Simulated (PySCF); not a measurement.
# Basis-set dependence of population analyses: `CC(=O)NB(O)O`

C2H6BNO3.
Structure used (PBE0-D3(BJ)/def2-SVP), in Å, numbered top down from 1:
```xyz
13
C2H6BNO3 angstrom
C      1.878   -0.001   -1.118
C      0.695    0.467   -0.313
O      0.568    1.635    0.027
N     -0.222   -0.488    0.023
B     -1.429   -0.216    0.802
O     -2.230   -1.287    1.054
O     -1.705    1.030    1.230
H      2.488    0.865   -1.397
H      2.488   -0.698   -0.522
H      1.551   -0.533   -2.025
H     -0.043   -1.435   -0.288
H     -2.998   -1.025    1.572
H     -0.976    1.617    0.933
```

PBE0 throughout (PySCF), one geometry, spherical d and f functions. One conformer (not necessarily the lowest) at the PBE0-D3(BJ)/def2-SVP geometry, without solvent, vibrations or thermal averaging. Atoms taken as equivalent share a column and are averaged. The first 7 of 9 kinds of atom are listed.

Mulliken charges (e):

```
        basis  functions      C1      C2      O3      N4      B5   O6/O7  H8/H9/H10
     pcSseg-0         75  -0.687  +0.577  -0.550  -0.868  +0.919  -0.674     +0.264
       6-31G*        110  -0.643  +0.577  -0.502  -0.668  +0.596  -0.623     +0.212
      cc-pVDZ        128  -0.067  +0.125  -0.310  -0.100  -0.014  -0.140     +0.074
     def2-SVP        128  -0.075  +0.119  -0.316  -0.153  +0.026  -0.178     +0.074
  aug-cc-pVDZ        215  +0.349  +0.687  -0.641  -0.174  +0.524  -0.494     -0.066
6-311+G(2d,p)        225  -0.767  +0.648  -0.537  -0.672  +1.264  -0.688     +0.176
    def2-TZVP        253  -0.405  +0.364  -0.419  -0.372  +0.326  -0.428     +0.148
      cc-pVTZ        294  -0.299  +0.243  -0.350  -0.116  +0.137  -0.289     +0.116
     IGLO-III        305  -0.445  +0.434  -0.466  -0.445  +0.794  -0.579     +0.147
```

IAO charges (e):

| basis | functions | C1 | C2 | O3 | N4 | B5 | O6/O7 | H8/H9/H10 |
| --- | --- | --- | --- | --- | --- | --- | --- | --- |
| pcSseg-0 | 75 | -0.484 | +0.405 | -0.447 | -0.410 | +0.493 | -0.534 | +0.172 |
| 6-31G* | 110 | -0.472 | +0.455 | -0.475 | -0.441 | +0.570 | -0.570 | +0.165 |
| cc-pVDZ | 128 | -0.471 | +0.453 | -0.469 | -0.436 | +0.547 | -0.564 | +0.164 |
| def2-SVP | 128 | -0.461 | +0.449 | -0.469 | -0.430 | +0.541 | -0.560 | +0.161 |
| aug-cc-pVDZ | 215 | -0.479 | +0.463 | -0.486 | -0.448 | +0.563 | -0.584 | +0.170 |
| 6-311+G(2d,p) | 225 | -0.481 | +0.464 | -0.488 | -0.450 | +0.571 | -0.587 | +0.171 |
| def2-TZVP | 253 | -0.482 | +0.467 | -0.488 | -0.451 | +0.576 | -0.587 | +0.170 |
| cc-pVTZ | 294 | -0.484 | +0.466 | -0.485 | -0.451 | +0.574 | -0.586 | +0.170 |
| IGLO-III | 305 | -0.483 | +0.465 | -0.488 | -0.452 | +0.575 | -0.589 | +0.171 |

Some averages cover members that differ in this geometry, most widely: H8/H9/H10, Mulliken in aug-cc-pVDZ -0.141 to -0.012; O6/O7, Mulliken in 6-311+G(2d,p) -0.722 to -0.654; O6/O7, Mulliken in aug-cc-pVDZ -0.517 to -0.471; H8/H9/H10, Mulliken in IGLO-III +0.131 to +0.168 e.

Which scheme is steadiest as the basis changes?

Largest range over the bases for any column: IAO 0.08 e, Mulliken 1.28 e. IAO charges move least and Mulliken charges most, counted in e.

How much do the charges still move between the two largest bases, cc-pVTZ and IGLO-III?

At most, over all atoms: Mulliken 0.658 e, IAO 0.004 e.

What do the same runs give for the total energy, the frontier levels and the dipole moment?

```json
{"basis": "pcSseg-0", "energy (Eh)": "-383.9460", "HOMO (eV)": "-8.05", "LUMO (eV)": "-0.17", "μ (D)": "3.11"}
{"basis": "6-31G*", "energy (Eh)": "-384.8332", "HOMO (eV)": "-7.67", "LUMO (eV)": "0.22", "μ (D)": "2.88"}
{"basis": "cc-pVDZ", "energy (Eh)": "-384.8772", "HOMO (eV)": "-7.66", "LUMO (eV)": "0.18", "μ (D)": "2.85"}
{"basis": "def2-SVP", "energy (Eh)": "-384.5716", "HOMO (eV)": "-7.80", "LUMO (eV)": "0.07", "μ (D)": "2.92"}
{"basis": "aug-cc-pVDZ", "energy (Eh)": "-384.9112", "HOMO (eV)": "-7.99", "LUMO (eV)": "-0.36", "μ (D)": "3.05"}
{"basis": "6-311+G(2d,p)", "energy (Eh)": "-384.9792", "HOMO (eV)": "-8.04", "LUMO (eV)": "-0.27", "μ (D)": "3.06"}
{"basis": "def2-TZVP", "energy (Eh)": "-385.0108", "HOMO (eV)": "-7.97", "LUMO (eV)": "-0.15", "μ (D)": "3.02"}
{"basis": "cc-pVTZ", "energy (Eh)": "-384.9984", "HOMO (eV)": "-7.90", "LUMO (eV)": "-0.08", "μ (D)": "2.98"}
{"basis": "IGLO-III", "energy (Eh)": "-385.0212", "HOMO (eV)": "-8.01", "LUMO (eV)": "-0.23", "μ (D)": "3.05"}
```

The dipole is fixed by the density alone, so its range of 0.26 D shows that the density itself changes with the basis, not only its division among atoms.
